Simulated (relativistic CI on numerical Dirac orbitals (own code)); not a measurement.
Re⁴⁺: O2,3 absorption edge

Computed with this model: Dirac-Coulomb-Breit CI, KLI orbitals optimised for each configuration, QED by a radiative potential, valence Slater integrals scaled by 0.9, multiplet model of core-to-valence dipole absorption; configurations [Xe] 4f14 5d3 → [Kr] 4d10 4f14 5s2 5p5 5d4; 80 K; Lorentzian 0.6 eV and Gaussian 0.3 eV FWHM. Energies are those of the free ion, without screening or charge transfer. The branching ratio is the share of the lower-energy edge in the whole absorption, uncertain by about 0.02 where the edges overlap. S is read from ⟨S²⟩ = S(S + 1).

Field parameters in Wybourne normalisation: D4h B²₀ = −7Ds, B⁴₀ = 21(Dq − Dt), B⁴₄ = 21√(5/14) Dq. The field is a parameter set, without covalency.

free ion: ground-state S = 1.42, centroid 51.77 eV. Peaks (eV, height): 45.7 (66), 47.0 (62), 48.8 (18), 51.1 (100), 52.7 (19), 53.8 (17), 56.7 (11), 57.7 (13), 58.6 (24), 60.2 (59).

D4h, 10Dq = 32350, Ds = -1500, Dt = -210 cm⁻¹: ground-state S = 1.47, centroid 53.51 eV. Peaks (eV, height): 41.8 (41), 47.7 (100), 50.0 (52), 51.3 (51), 54.7 (50), 55.7 (47), 56.6 (40), 59.1 (66), 60.3 (64), 61.2 (66), 62.3 (47), 64.6 (37).

D4h, 10Dq = 32350, Ds = -860, Dt = -210 cm⁻¹: ground-state S = 1.47, centroid 53.52 eV. Peaks (eV, height): 41.8 (39), 47.7 (100), 50.0 (45), 50.6 (44), 51.2 (46), 53.1 (34), 54.8 (48), 55.7 (44), 59.3 (61), 60.3 (59), 61.3 (65), 62.3 (40), 64.6 (34), 66.1 (14).

D4h, 10Dq = 32350, Ds = 2360, Dt = -210 cm⁻¹: ground-state S = 1.47, centroid 53.50 eV. Peaks (eV, height): 41.9 (35), 45.2 (35), 47.6 (100), 50.1 (49), 51.1 (53), 54.0 (46), 55.6 (48), 59.1 (67), 61.0 (70), 64.7 (33).

D4h, 10Dq = 32350, Ds = 3000, Dt = -210 cm⁻¹: ground-state S = 1.46, centroid 53.48 eV. Peaks (eV, height): 40.8 (19), 42.0 (35), 45.1 (38), 48.0 (100), 50.0 (54), 51.0 (57), 53.7 (49), 54.2 (47), 55.7 (51), 56.7 (46), 59.1 (72), 61.0 (77), 64.2 (32), 64.8 (34).

Strongest unbroadened transitions for free ion:

```tsv
Energy (eV)	Relative strength
45.17	9.7
45.75	61.4
46.60	5.2
46.83	8.9
47.01	45.7
47.30	4.7
47.79	13.4
48.83	9.3
50.40	20.7
50.53	22.0
51.17	100.0
52.64	10.9
53.15	7.9
53.88	11.5
56.71	5.5
58.62	19.0
60.22	62.4
61.19	6.0
```
